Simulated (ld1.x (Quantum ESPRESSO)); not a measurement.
**phosphorus (P): excitation energies, all-electron against RRKJ**

ld1.x (Quantum ESPRESSO) 7.5 input, shortened:

```
&input
   title='P', zed=15., rel=0, dft='PZ', iswitch=3,
   config='[Ne] 3s2 3p3'
 /
 &inputp
   pseudotype=2, tm=.false., rho0=0.02, lloc=1,
   nlcc=.false.
 /
2
2S  1  0   2.00   0.00  0.50  0.50  0.0
2P  2  1   6.00   0.00  0.60  0.60  0.0
 &test
   configts(1)='2s2 2p6 3s2 3p3'
 /
```

Occupied shells without a wave of their own: 3p, 3s. They enter only through the test configuration that unscreens the potential.

Energies are relative to the spin-unpolarised reference configuration 2s2 2p6 3s2 3p3; without spin polarisation the order of configurations can differ from experiment. Spin-polarised rows fill each open shell by Hund’s rule, majority spin first.

| valence configuration | charge | ΔE all-electron (eV) | error AE − PS (meV) |
| --- | --- | --- | --- |
| 2s2 2p6 3s2 3p2 | +1 | 9.833 | +129 |
| 2s2 2p6 3s2 3p1 | +2 | 29.095 | +334 |
| 2s2 2p6 3s2 3p0 | +3 | 59.000 | +628 |
| 2s2 2p6 3s0 3p5 | 0 | 16.954 | -21 |
| 2s2 2p6 3s1 3p4 | 0 | 8.407 | -7.5 |
| 2s1 2p6 3s2 3p3 | +1 | 186.783 | -66 |
| 2s2 2p6 3s2 3p3.3 | -0.3 | -1.340 | -25 |
| 2s2 2p6 3s2 3p3 (spin-polarised) | 0 | -1.510 | -8.5 |

(1) What are ΔE and the potential's error for 2s2 2p6 3s2 3p2 (spin-polarised)?

Levels in the configuration 2s2 2p6 3s2 3p3.3:

```csv
level,all-electron (eV),pseudo (eV)
2s,-169.561,-169.588
2p,-121.865,-121.892
3s,-11.512,-11.441
3p,-3.348,-3.274
```

A Bessel basis up to 400 Ry misses an occupied level by 0.03 Ry, so cutoffs and ghosts were not judged.

Answers

(1) ΔE = 8.990 eV all-electron; the error (AE − PS) is +126 meV.

The 3p, 3s levels have no wave, so the channel is fitted at the deeper level alone: the likely source of the large errors.
